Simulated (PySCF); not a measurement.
Ni²⁺ (nickel, charge +2): UHF calculation

Configuration: [Ar] 3d8, high-spin 3F determinant. All numbers are calculated (PySCF 2.14, the non-relativistic Hamiltonian (point nucleus), in cc-pVTZ (7s6p4d2f1g, 68 functions)).

```json
{"Total energy": "-1506.038383 hartree", "One-electron energy": "-2073.8081 hartree", "Hartree (Coulomb) energy": "629.2210 hartree", "Exchange energy": "-61.4513 hartree", "Kinetic energy": "1506.08803 hartree", "⟨S²⟩": "2.0029", "⟨L²⟩": "12.024", "Sum of ⟨r⟩": "15.67 bohr", "Sum of ⟨r²⟩": "15.31 bohr²", "Density at the nucleus (Gaussians lack the cusp)": "14800 bohr⁻³", "Spin density at the nucleus": "0.104 bohr⁻³", "Langevin diamagnetic susceptibility": "-12.1 ×10⁻⁶ cm³/mol", "Time after the integrals": "0.69 s of wall time on 1 thread of Neoverse-N1 (shared host)"}
```

```json
{"shell": "1s α", "electrons": "1", "mean orbital energy (hartree)": "-306.33326", "spread (hartree)": "0", "rms radius, mean of both spins (bohr)": "0.0635"}
{"shell": "1s β", "electrons": "1", "mean orbital energy (hartree)": "-306.33166", "spread (hartree)": "0", "rms radius, mean of both spins (bohr)": "0.0635"}
{"shell": "2s α", "electrons": "1", "mean orbital energy (hartree)": "-38.65721", "spread (hartree)": "0", "rms radius, mean of both spins (bohr)": "0.268"}
{"shell": "2s β", "electrons": "1", "mean orbital energy (hartree)": "-38.58074", "spread (hartree)": "0", "rms radius, mean of both spins (bohr)": "0.268"}
{"shell": "2p α", "electrons": "3", "mean orbital energy (hartree)": "-33.68416", "spread (hartree)": "0", "rms radius, mean of both spins (bohr)": "0.239"}
{"shell": "2p β", "electrons": "3", "mean orbital energy (hartree)": "-33.60959", "spread (hartree)": "0", "rms radius, mean of both spins (bohr)": "0.239"}
{"shell": "3s α", "electrons": "1", "mean orbital energy (hartree)": "-5.68965", "spread (hartree)": "0", "rms radius, mean of both spins (bohr)": "0.806"}
{"shell": "3s β", "electrons": "1", "mean orbital energy (hartree)": "-5.49092", "spread (hartree)": "0", "rms radius, mean of both spins (bohr)": "0.806"}
{"shell": "3p α", "electrons": "3", "mean orbital energy (hartree)": "-4.10899", "spread (hartree)": "0", "rms radius, mean of both spins (bohr)": "0.852"}
{"shell": "3p β", "electrons": "3", "mean orbital energy (hartree)": "-3.86962", "spread (hartree)": "0", "rms radius, mean of both spins (bohr)": "0.852"}
{"shell": "3d α", "electrons": "5", "mean orbital energy (hartree)": "-1.45699", "spread (hartree)": "0.05632", "rms radius, mean of both spins (bohr)": "1.07"}
{"shell": "3d β", "electrons": "3", "mean orbital energy (hartree)": "-1.36109", "spread (hartree)": "0", "rms radius, mean of both spins (bohr)": "1.07"}
```
